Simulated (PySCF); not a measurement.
BiCl₂, SMILES [Cl][Bi+][Cl] (connectivity only; charge and spin as stated), charge +1, multiplicity 1.

Coordinates come from a B3LYP-D3(BJ)/def2-TZVP optimisation. The multiplicity is an assumed one; other spin states were not compared. The isomer is the one that the SMILES or the coordinates give; other isomers of the formula were not compared. The def2 effective core potentials stand for the cores of Bi; spin–orbit coupling is left out.

Level of theory: PySCF 2.14.0 with B3LYP-D3(BJ)/def2-TZVP.

Frequencies are harmonic and unscaled.

```json
[
 {"mode": "1", "ν (cm⁻¹)": "120", "IR (km/mol)": "1.1", "Raman (Å⁴/amu)": "5.8", "depolarisation": "0.67", "moving atoms (share of kinetic energy)": "Cl 87 %, Bi 13 %"},
 {"mode": "2", "ν (cm⁻¹)": "373", "IR (km/mol)": "51.5", "Raman (Å⁴/amu)": "11.6", "depolarisation": "0.75", "moving atoms (share of kinetic energy)": "Cl 83 %, Bi 17 %"},
 {"mode": "3", "ν (cm⁻¹)": "387", "IR (km/mol)": "14.4", "Raman (Å⁴/amu)": "25.1", "depolarisation": "0.12", "moving atoms (share of kinetic energy)": "Cl 87 %, Bi 13 %"}
]
```
